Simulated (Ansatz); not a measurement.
`C/C(S)=C\[SeH]` + `C[O][SnH]([CH3])[OH]` → `C[O][SnH]([CH3])[SeH]` + `C/C(S)=C/O`  (formal exchange of groups at the Se–C bond)

Isolated molecules relaxed with PBE0-D4/def2-TZVP in Ansatz; ΔE leaves out vibrations. CCSD(T)/CBS adds triple-zeta CCSD(T) − MP2 to the extrapolated MP2 energy (def2 sets, frozen cores). Double bonds are as drawn, so ΔE can hold a change between cis and trans. Functionals use def2-TZVPP. Elements past krypton have def2 core potentials. For Se, Sn outer-core shells are correlated without core-valence functions, which leaves a few kJ/mol of doubt a bond. Scalar relativity is left out up to krypton. One conformer a species, not always the lowest.

| level | ΔE (kJ/mol) |
| --- | --- |
| r2SCAN | -46.0 |
| MP2/def2-TZVPP | -28.9 |
| HF/def2-QZVPP | -51.4 |
| CCSD/CBS(def2) | -40.8 |

(1) What does CCSD(T)/CBS give? (Best estimate.)

Largest T1 diagnostic among the species: 0.013.

Answers

(1) The calculation gave: -38.2 kJ/mol. The listed levels differ from it by -7.8, 9.3, -13.2, -2.6 kJ/mol.

In def2-TZVPP, CCSD(T) changes the Hartree–Fock value by +19.1 kJ/mol (the triples alone add +2.6 kJ/mol) and MP2 by +23.4 kJ/mol. From PBE to PBE0 (25 % exact exchange), in def2-TZVPP and without D4, ΔE moves by −4.6 kJ/mol.
